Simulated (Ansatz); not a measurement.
One change: `[SH][SnH3]` becomes `[PH2][SnH2][SH]`.

Ansatz, PBE0-D4/def2-TZVP geometries, multiplicity 1. Each molecule was computed in one conformer, which needn't be the lowest.

Elements past krypton have def2 core potentials.

```csv
property,`[SH][SnH3]`
HOMO energy (B3LYP/def2-TZVPP) / eV,-7.02
"ideal-gas entropy at 298 K and 1 bar (rigid rotor, harmonic PBE0-D4/def2-TZVP) / J/(mol·K)",302
size of the dipole moment (PBE/def2-TZVPP) / D,1.41
size of the dipole moment (B3LYP/def2-TZVPP) / D,1.46
HOMO energy (PBE/def2-TZVPP) / eV,-6.04
LUMO energy (B3LYP/def2-TZVPP) / eV,-0.86
```

Question: Give the same properties after the change, and the shifts. (Estimate.)

Answer: The calculation gave: 
| property | `[PH2][SnH2][SH]` | shift |
| --- | --- | --- |
| HOMO energy (B3LYP/def2-TZVPP) / eV | -6.96 | 0.06 |
| ideal-gas entropy at 298 K and 1 bar (rigid rotor, harmonic PBE0-D4/def2-TZVP) / J/(mol·K) | 365 | 63 |
| size of the dipole moment (PBE/def2-TZVPP) / D | 1.86 | 0.45 |
| size of the dipole moment (B3LYP/def2-TZVPP) / D | 1.88 | 0.42 |
| HOMO energy (PBE/def2-TZVPP) / eV | -6.02 | 0.02 |
| LUMO energy (B3LYP/def2-TZVPP) / eV | -1.01 | -0.15 |

With PBE0 the HOMO rises by 0.05 eV and the LUMO falls by 0.14 eV, so the gap narrows by about 0.19 eV. PBE moves the HOMO by 0.02 eV and ωB97M-V by 0.10 eV. The zero-point energy changes by 28.6 kJ/mol with +6 modes. Dipoles are sizes alone; their direction can turn. Modes under 60 cm⁻¹, often nearly free rotors, make the harmonic entropy too high.

B3LYP here is the variant with VWN-RPA as its local correlation; programs differ in this.
